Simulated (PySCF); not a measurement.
Unknown compound

The spectra below were simulated for a compound C7H11BO.

1H NMR (500 MHz, computed): δ 5.43 (m, 1H), 5.32 (m, 1H), 5.20 (br, 1H), 3.97 (s, 3H), 2.03 (s, 3H), 1.81 (d, 2H).

13C{1H} NMR (computed): δ 136.6, 128.1, 94.2, 86.8, 62.6, 36.8, 5.5.

Calculated, not measured (PySCF): NMR shieldings at PBE0/pcSseg-1/GIAO, geometry: PBE0-D3(BJ)/def2-SVP. Relativity neglected, isolated molecule, one computed conformer, rapidly exchanging positions averaged.

δ = σ(ref) − σ, references computed at the same level: 1H (σref 31.27), 13C (σref 184.41) vs TMS.

Q: Propose a structure and justify it.

A: 
- 7 carbon signals for 7 carbons: no two carbons are equivalent.
- Carbon types of the structure: 3 × C, 2 × CH2, 2 × CH3, leaving 1 H on heteroatoms.
- δC 136.6: fully substituted alkene carbon; as expected for a trigonal carbon in a double bond.
- δC 128.1: terminal =CH2 carbon; as expected for a trigonal carbon in a double bond.
- δC 94.2, 86.8: alkyne carbon; the triple bond shields along its axis, which puts it between sp3 and sp2 carbons.
- δC 62.6: methyl carbon bonded to O; deshielded by the electronegative neighbour.
- δC 5.5: propargylic methyl carbon; saturated and bonded to C and H only.
- δH 5.43, 5.32: hydrogen on a terminal =CH2 carbon; a vinylic proton, deshielded by the sp2 carbon and the C=C anisotropy.
- δH 3.97: hydrogen on a methyl carbon bonded to O; its carbon carries O, an electronegative neighbour.

Structure: `C(C(=C)C#CC)BOC`.

The shifts were computed for this structure.

Hydrogens on boron are broadened and split by 11B (spin 3/2, 80 %) and 10B (spin 3). A carbon bonded to boron is broadened by the quadrupolar boron nucleus and is often missing from a measured spectrum. Shifts are as computed. Against solution values, carbons near 30 ppm lie about +2 ppm off and those near 130 ppm about +5 ppm. Of 1211 compounds with measured shifts, 218 miss one by over three times the rms of a fit or turn the order of signals round; such compounds aren't used in these exercises. Multiplicities follow the n + 1 count of equivalent neighbours, as no J values were calculated; m marks all less simple cases, F and P coupling included.
